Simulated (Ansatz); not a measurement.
Gas-phase electronic energies from Ansatz, PBE0-D4/def2-TZVP geometries. CCSD(T)/CBS is the MP2 limit (def2-TZVPP, def2-QZVPP) plus CCSD(T) − MP2 in def2-TZVPP, frozen cores. This one scheme is used for every species. Functionals use def2-TZVPP. Elements past krypton have def2 core potentials. For Te outer-core shells are correlated without core-valence functions, which leaves a few kJ/mol of doubt a bond. Each species was taken in one conformer, which may not be the lowest.

`C=N[SiH2]N1BC1` + H₂Te → `C=N[SiH2][TeH]` + `B1CN1`  (ligand exchange at the Si–N bond)

`C=N[SiH2]N1BC1`:

Cartesian coordinates in Å:
```
C -2.060 -1.398 0.379
N -2.151 -0.247 -0.119
Si -0.856 0.849 -0.452
N 0.696 0.232 -0.031
B 1.697 -0.575 0.409
C 2.083 0.813 -0.118
H -2.962 -2.000 0.543
H -1.113 -1.872 0.677
H -0.879 1.145 -1.905
H -1.104 2.090 0.320
H 1.904 -1.645 0.871
H 2.465 0.959 -1.127
H 2.281 1.648 0.552
```

H₂Te:

Cartesian coordinates in Å:
```
Te -0.520 -0.328 -0.476
H 0.948 -0.784 0.140
H -0.428 1.112 0.336
```

`C=N[SiH2][TeH]`:

Z-matrix (Å, degrees):
```
Si
N 1 1.736
Te 1 2.508 2 116.0
H 1 1.482 2 107.6 3 117.9
H 1 1.481 2 107.2 3 -122.5
C 2 1.256 1 127.0 3 0.2
H 3 1.658 1 91.3 2 -78.1
H 6 1.101 2 123.7 1 -0.0
H 6 1.096 2 120.0 1 -179.9
```

`B1CN1`:

```xyz
7

B     0.670   -0.365    0.575
C    -0.149    0.720   -0.194
N    -0.354   -0.732   -0.210
H     1.521   -0.756    1.298
H    -0.914    1.316    0.305
H     0.224    1.171   -1.113
H    -0.997   -1.355   -0.661
```

```tsv
level	ΔE (eV)
r2SCAN	0.08
CCSD/CBS(def2)	0.12
```

Question: What does CCSD(T)/CBS give? (An estimate is asked.)

Answer: Computed: +0.10 eV. The listed levels differ from it by -0.02, 0.02 eV.

Largest T1 diagnostic among the species: 0.014.

From PBE to PBE0 (25 % exact exchange), in def2-TZVPP and without D4, ΔE moves by +0.04 eV. In def2-TZVPP, CCSD(T) changes the Hartree–Fock value by −0.12 eV (the triples alone add −0.03 eV) and MP2 by −0.18 eV.
